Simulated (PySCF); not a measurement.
B(Me)2(NHMe) (C₃H₁₀BN), SMILES CNB(C)C. Atoms are numbered in the order given.

```xyz
15

B      0.0777    -0.0007     0.5058
C     -0.0715    -0.7509     1.8947
H     -0.5582    -1.7392     1.8363
H     -0.6492    -0.1307     2.6039
H      0.9203    -0.8893     2.3621
C      0.7529     1.4381     0.4324
H      1.6253     1.4468    -0.2450
H      1.0976     1.7918     1.4163
H      0.0494     2.1945     0.0402
N     -0.3982    -0.6268    -0.6585
C     -0.3753    -0.1423    -2.0226
H     -0.8233    -1.5442    -0.5621
H      0.0950     0.8490    -2.0635
H     -1.3920    -0.0460    -2.4452
H      0.1981    -0.8109    -2.6902
```

Geometry optimised at B3LYP-D3(BJ)/def2-SVP. Other conformers were not sampled.

Computed with M06-2X/def2-TZVP run with PySCF.

ESP charges are fitted to the potential on shells at 1.4 to 2.0 van der Waals radii. Atomic charges (e):

```csv
atom,ESP fit,Löwdin
B1,0.76,-0.69
C2,-1.00,-0.27
H3,0.19,0.13
H4,0.23,0.15
H5,0.23,0.15
C6,-0.76,-0.28
H7,0.17,0.14
H8,0.17,0.14
H9,0.16,0.15
N10,-0.57,0.15
C11,-0.20,-0.31
H12,0.32,0.20
H13,0.11,0.13
H14,0.10,0.11
H15,0.10,0.11
```

**Question.** Give the Mayer and Wiberg (Löwdin basis) orders of the bonds. (The exact figures need the calculation; the answer reports its results.)

**Answer.** 
```tsv
bond	Mayer	Wiberg
B1–C2	0.99	1.28
C2–H3	0.97	0.88
C2–H4	0.95	0.86
C2–H5	0.95	0.86
B1–C6	0.97	1.26
C6–H7	0.95	0.87
C6–H8	0.97	0.87
C6–H9	0.95	0.86
B1–N10	1.38	1.71
N10–C11	0.90	1.32
N10–H12	0.92	0.83
C11–H13	0.98	0.91
C11–H14	0.97	0.93
C11–H15	0.97	0.93
```
